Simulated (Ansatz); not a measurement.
Ansatz results at the PBE0-D4/def2-TZVP geometry: size of the dipole moment (ωB97M-V/def2-TZVPP) 0.98 D; zero-point energy (PBE0-D4/def2-TZVP) 140.1 kJ/mol; ideal-gas entropy at 298 K and 1 bar (rigid rotor, harmonic PBE0-D4/def2-TZVP) 320 J/(mol·K).

Each molecule was computed in one conformer, which needn't be the lowest.

Question: Which molecule gave them?
A. `C[Si](O)F`•
B. `[O][Ga]([F])[Cl]`•
C. `[Mg][Cl]`•
D. `C[SiH]([O])F`•

Answer: A. The others give `C[SiH]([O])F`•: 2.24, 132.0, 317; `[Mg][Cl]`•: 3.64, 2.7, 233; `[O][Ga]([F])[Cl]`•: 0.75, 14.0, 325.
